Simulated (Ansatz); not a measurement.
Program: Ansatz. Geometries: PBE0-D4/def2-TZVP. ΔE: electronic, gas phase. CCSD(T)/CBS adds triple-zeta CCSD(T) − MP2 to the extrapolated MP2 energy (def2 sets, frozen cores). DFT in def2-TZVPP. HSE06 is defined as in plane-wave codes. Each species was taken in one conformer, which may not be the lowest.

Consider the formal exchange of groups at the Al–Al bond: `[OH][Al]([SH])[AlH][F]` + silanol → `O[SiH2][AlH][F]` + `[OH][AlH][SH]`.

`[OH][Al]([SH])[AlH][F]`:

```xyz
8

O     0.983    1.554    1.364
Al   -0.058    0.581    0.447
S    -2.205    1.021    0.468
Al    0.904   -1.366   -0.930
F    -0.258   -2.190   -1.779
H     0.720    2.298    1.904
H    -2.473    0.006   -0.372
H     2.385   -1.904   -1.102
```

`O[SiH3]`:

Z-matrix (Å, degrees):
```
Si
O 1 1.648
H 1 1.489 2 111.7
H 1 1.489 2 111.7 3 120.9
H 1 1.481 2 105.9 3 -119.6
H 2 0.957 1 117.9 3 -60.5
```

`O[SiH2][AlH][F]`:

```xyz
8

O    -1.001    0.103   -1.663
Si    0.450    0.080   -0.862
Al    0.123   -0.268    1.555
F    -1.444   -0.031    2.044
H    -1.758    0.441   -1.184
H     1.215    1.344   -1.096
H     1.253   -1.011   -1.479
H     1.163   -0.657    2.684
```

`[OH][AlH][SH]`:

```xyz
6

O    -0.736    0.315   -1.282
Al   -0.143   -0.706   -0.073
S     0.999    0.045    1.632
H    -0.628    1.262   -1.323
H    -0.430   -2.244   -0.188
H     0.939    1.328    1.235
```

Question: Is it downhill or uphill in electronic energy at CCSD(T)/CBS, and by how much? (An estimate is asked.)

Answer: The calculation gave: Uphill: ΔE = +23.5 kJ/mol.

Question: What do these levels give: revPBE-D4, r2SCAN-D4, HSE06-D4, BHLYP, CAM-B3LYP, HF/CBS(def2)? (Best estimate.)

Answer: The calculation gave: revPBE-D4 17.8, r2SCAN-D4 17.9, HSE06-D4 20.8, BHLYP 22.6, CAM-B3LYP 20.2, HF/CBS(def2) 26.4 kJ/mol.

Largest T1 diagnostic among the species: 0.013.

From BLYP to BHLYP (50 % exact exchange), in def2-TZVPP and without D4, ΔE moves by +3.8 kJ/mol. Leaving LDA and LC-ωPBE aside and taking each functional with its dispersion term where it has one, the values, not all of them listed here, spread over 16.1 kJ/mol, from B97M-V to PBE-QIDH.
